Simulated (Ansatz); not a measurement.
Cost and result for the atomization energy of C$_{2}$H$_{5}$F$_{3}$Ge (`C[CH2][Ge]([F])([F])[F]`) (11 atoms, 10 bonds).

Cartesian coordinates in Å:
```
C -0.5461 1.3222 0.3205
C 0.5068 0.2385 0.5220
Ge 0.1984 -1.3073 -0.5786
F -1.3177 -2.0544 -0.2797
F 1.3654 -2.5485 -0.3818
F 0.1933 -0.9473 -2.2569
H -0.3316 2.1790 0.9623
H -1.5458 0.9619 0.5696
H -0.5653 1.6763 -0.7117
H 0.5323 -0.1167 1.5551
H 1.5103 0.5963 0.2793
```

Total charge 0; spin multiplicity 1. Correlated methods include outer-core shells of Ge, which these sets cover unevenly. Scalar relativity is left out up to krypton. Geometry: relaxed with PBE0-D4/def2-TZVP. It is one conformer, not always the lowest. Program: Ansatz. All runs use 4 threads of an Arm Neoverse V2 on a shared host. Times are those of one run each, without the atoms' runs, and a repeat can differ threefold. Electronic energies, without spin–orbit coupling; frozen cores. CCSD(T)/CBS adds CCSD(T) − MP2 in def2-TZVPP to the MP2 limit, and its time is that of the two runs behind it. T1 = 0.012. With those shells the extrapolation isn't a true limit.

CCSD(T)/CBS is a level of theory with its own doubt, some kJ/mol a heavy atom from the limit and from the frozen cores, so smaller differences don't rank the functionals.

| level | functions | wall time | atomization (kJ/mol) | difference from CCSD(T)/CBS | per bond |
| --- | --- | --- | --- | --- | --- |
| BLYP-D4/def2-TZVPP | 273 | 3 s | 4250.5 | -41.0 | -4.1 |
| BHLYP-D4/def2-TZVPP | 273 | 5.5 s | 4111.5 | -180.0 | -18.0 |
| CAM-B3LYP-D4/def2-TZVPP | 273 | 5.5 s | 4286.9 | -4.6 | -0.5 |
| r2SCAN-D4/def2-TZVPP (with forces) | 273 | 7 s | 4288.8 | -2.7 | -0.3 |
| r2SCANh-D4/def2-TZVPP | 273 | 7.5 s | 4253.7 | -37.8 | -3.8 |
| B2PLYP/def2-TZVPP | 273 | 8.5 s | 4232.7 | -58.8 | -5.9 |
| ωB97X-V/def2-TZVPP | 273 | 12 s | 4287.8 | -3.7 | -0.4 |
| B97M-V/def2-TZVPP | 273 | 14 s | 4285.2 | -6.3 | -0.6 |
| ωB97M-V/def2-TZVPP (with forces) | 273 | 17 s | 4268.1 | -23.4 | -2.3 |
| CCSD(T)/def2-SVP | 127 | 23 s | 4054.3 | -237.2 | -23.7 |
| MP2/def2-QZVPP | 524 | 41 s | 4364.7 | 73.2 | 7.3 |
| CCSD(T)/def2-TZVPP | 273 | 11 min | 4197.0 | -94.5 | -9.4 |
| CCSD(T)/CBS(def2) | – | 12 min | 4291.5 | 0.0 | 0.0 |

The D4 term adds +33.7 kJ/mol with B3LYP and +17.7 kJ/mol with PBE0; it sums over pairs of atoms, weighted by their polarisabilities, and B3LYP, whose exchange is more repulsive, gets the larger term. From BLYP to BHLYP (50 % exact exchange), in def2-TZVPP and without D4, the atomization energy moves by −118.5 kJ/mol: exact exchange takes away binding that semilocal exchange gives to molecules. In def2-TZVPP, CCSD(T) changes the Hartree–Fock value by +1044.2 kJ/mol (the triples alone add +63.6 kJ/mol) and MP2 by +1154.7 kJ/mol; breaking electron pairs costs correlation energy, which Hartree–Fock lacks.

B3LYP here is the variant with VWN-RPA as its local correlation; programs differ in this.

For some Ge, Se and Sn compounds the MP2-based and the directly extrapolated limit differ by 10 to 25 kJ/mol.
